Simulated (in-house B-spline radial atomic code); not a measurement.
A fraction x of an electron is moved 4d → 5f in Tb⁵⁺, starting from [Kr] 4d10 4f7 5s2 5p5 and keeping the highest spin. Computed with an all-electron radial atomic-structure program (B-spline basis): scalar-relativistic (X2C) OLYP, spin-polarised, spherical fractional occupations, Fermi nucleus of rms radius 5.06 fm.

```csv
x,E(x) - E(0) (eV),4d down level (eV),5f up level (eV)
0,0.0000,-213.362,-
0.125,23.4631,-215.172,-26.548
0.25,47.1559,-216.975,-26.545
0.375,?,?,?
0.5,95.1688,-220.571,-26.968
0.625,?,?,?
0.75,143.9359,-224.150,-27.641
0.875,168.5881,-225.930,-28.008
1,193.4159,-227.703,-28.381
```

What belongs in the row x = 0.375?

An energy change of 71.0634 eV; 4d down at -218.775 eV, 5f up at -26.705 eV.

What belongs in the row x = 0.625?

An energy change of 119.4617 eV; 4d down at -222.363 eV, 5f up at -27.289 eV.

Check Janak's theorem between x = 0.125 and 0.25.

The slope of the energy is 189.54 eV; the orbital levels give 189.53 eV (ε of the receiving orbital less ε of the emptying one, averaged over the two points).
